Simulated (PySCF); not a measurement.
Molecule: SMILES CC(OC(C)=O)(C)C, C$_{6}$H$_{12}$O$_{2}$.

Numbering as in the mapped SMILES `[CH3:1][C:2](=[O:3])[O:4][C:5]([CH3:6])([CH3:7])[CH3:8]`. Each H is labelled by its parent atom.

Geometry PBE0-D3(BJ)/def2-SVP throughout; GIAO in PySCF 2.14, gas phase, one conformer, non-relativistic; equivalent atoms averaged; basis pcSseg-1.

Task: How do the absolute shieldings σ depend on the functional? (ppm; last column core-seconds on shared hosts with different chips, so compare them loosely)

Result: 
| functional | kind | C2 | C5 | C6/C7/C8 | C1 | O3 | O4 | H(C1) | H(C6)/H(C7)/H(C8) | core-s |
| --- | --- | --- | --- | --- | --- | --- | --- | --- | --- | --- |
| HF | Hartree–Fock | 12.2 | 122.1 | 163.7 | 167.7 | -94.7 | 124.0 | 29.69 | 30.28 | 24 |
| LDA | LDA | 5.5 | 97.0 | 151.4 | 157.8 | -117.0 | 54.2 | 28.88 | 29.37 | 52 |
| KT2 | GGA | 20.2 | 103.6 | 155.0 | 161.3 | -84.6 | 70.8 | 29.27 | 29.73 | 35 |
| KT3 | GGA | 21.5 | 104.1 | 154.9 | 160.5 | -81.9 | 76.5 | 29.42 | 29.89 | 70 |
| B97-D | GGA | 12.7 | 99.1 | 150.9 | 156.2 | -92.6 | 70.6 | 29.47 | 29.94 | 36 |
| PBE0 | global hybrid | 10.4 | 106.4 | 156.1 | 161.2 | -109.7 | 78.0 | 29.33 | 29.84 | 27 |
| mPW1PW91 | global hybrid | 9.3 | 105.5 | 155.3 | 160.0 | -110.3 | 77.7 | 29.37 | 29.89 | 34 |
| WP04 | global hybrid | -3.4 | 88.2 | 144.2 | 147.7 | -111.4 | 68.0 | 29.63 | 30.14 | 39 |
| B97-2 | global hybrid | 12.8 | 106.1 | 155.7 | 160.5 | -99.8 | 80.9 | 29.44 | 29.94 | 32 |
| CAM-B3LYP | range-separated hybrid | 4.3 | 103.5 | 153.7 | 158.7 | -113.2 | 81.9 | 29.38 | 29.89 | 32 |

Task: Which nucleus moves most, in ppm?

Result: O4 (ester alkoxy oxygen): from 54.2 ppm with LDA to 124.0 ppm with HF. The smallest spread is 0.82 ppm, at H(C1). Proton shifts span only some 12 ppm, so a few tenths of a ppm matter as much there as several ppm in carbon.
